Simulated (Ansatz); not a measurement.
Basis-set extrapolation for CH$_{5}$AlFPS (PBE0-D4/def2-TZVP geometry, frozen core, the Gaussian-basis code of Ansatz). Multiplicity 1, RHF reference.

|  | def2-TZVPP | def2-QZVPP |
| --- | --- | --- |
| HF | -1120.463638 | -1120.498154 |
| MP2 correlation | -0.832890 | -0.903119 |
| CCSD(T) correlation | -0.924542 | not run |

Energies in hartree. Use E(X) = E(∞) + A·exp(−7.88·√X) for Hartree–Fock and E(X) = E(∞) + B·X^(−2.97) for correlation, with X = 3 and 4, and add CCSD(T) minus MP2 of the smaller set to the MP2 limit.

Task: What is the CCSD(T) energy at the basis-set limit?

Result: HF limit: -1120.498154 + (-0.034516) × 0.13774 = -1120.50291. MP2 limit: -0.903119 + (-0.070229) × 0.74074 = -0.95514. Higher-order term: -0.924542 − (-0.832890) = -0.09165. Total: -1121.54970 hartree, 4.40 eV below CCSD(T)/def2-TZVPP.
